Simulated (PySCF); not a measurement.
An unknown shows these calculated signals:

¹H NMR (400 MHz, computed): δ 6.83 (m, 1H), 6.60 (m, 1H), 6.38 (m, 1H), 6.08 (m, 1H), 5.39 (m, 1H), 5.37 (m, 1H), 2.66 (m, 1H), 2.63 (m, 1H), 2.58 (m, 1H), 2.35 (m, 1H), 1.42 (m, 3H).

¹³C{¹H} NMR (computed): δ 148.9 (CH), 142.8 (CH2), 140.9 (CH), 123.0 (CH2), 54.4 (CH), 45.3 (CH2), 34.8 (CH), 10.9 (CH3).

Method: structure optimised with GFN2-xTB, shielding tensors at PBE0/pcSseg-1 (GIAO), in PySCF (non-relativistic, gas phase, equivalent nuclei averaged, one computed conformer).

δ = σ(ref) − σ, references computed at the same level: TMS for ¹H, ¹³C.

Q: Which of these does the molecule contain: a vinyl group CH=CH2, a methoxy group, a heteroaromatic ring, a non-aromatic C=C double bond, a ketone?

A: 
- A vinyl group CH=CH2: yes (δC 123.0, 148.9; δH 5.39 (m), 5.37 (m), 6.08 (m)).
- A methoxy group: no.
- A heteroaromatic ring: no.
- A non-aromatic C=C double bond: yes.
- A ketone: no.

The data belong to `C=C[C@@H]1C[P@@](=O)(C=C)[C@@H]1C`, C$_{8}$H$_{13}$OP; they needn't prove each group on their own.

Carbon signals by region: 4 in the sp2 and nitrile region (100–160 ppm), 1 at 50–100 ppm, 3 below 50 ppm.

Splittings by ³¹P in the carbon and heteronuclear signals aren't shown, as no couplings were computed. Shifts are as computed. Against solution values, carbons near 30 ppm lie about +3 ppm off and those near 130 ppm about +5 ppm. Of 1211 compounds with measured shifts, 218 miss one by over three times the rms of a fit or turn the order of signals round; such compounds aren't used in these exercises. Multiplicities follow the n + 1 count of equivalent neighbours, as no J values were calculated; m marks all less simple cases, F and P coupling included.
